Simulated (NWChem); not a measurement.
System: C₃H₃ClF₂; SMILES F[C@@]1([C@@H](C1)F)Cl

The following NWChem deck was run.

```
start job
memory heap 200 mb stack 900 mb global 1100 mb
geometry units angstroms noautoz
  F      0.031610    -2.147584    -0.621727
  C      0.661326    -1.003670    -0.231409
  C      0.528670    -0.592767     1.225973
  C     -0.206160     0.148681     0.151504
  F     -1.544212    -0.031043     0.074707
  Cl     0.265740     1.803263    -0.286289
  H      1.593852    -0.830357    -0.761770
  H      1.375480    -0.128980     1.722692
  H     -0.094704    -1.235830     1.842534
end
basis spherical
  * library def2-tzvp
end
dft
  xc xcamb88 1.00 lyp 0.81 vwn_5 0.19 hfexch 1.00
  cam 0.33 cam_alpha 0.19 cam_beta 0.46
  iterations 150
  semidirect filesize 400000000
  mulliken
end
task dft energy
```

Coordinates come from a B3LYP/6-31G* (spherical d) optimisation.

What results follow from this input? (CAM-B3LYP/def2-TZVP.) Quantities: energy (Ha); highest occupied level (eV); orbital gap (eV); dipole (D).


* **energy (Ha)**: -776.01
* **highest occupied level (eV)**: -9.71
* **orbital gap (eV)**: 10.87
* **dipole (D)**: 2.37
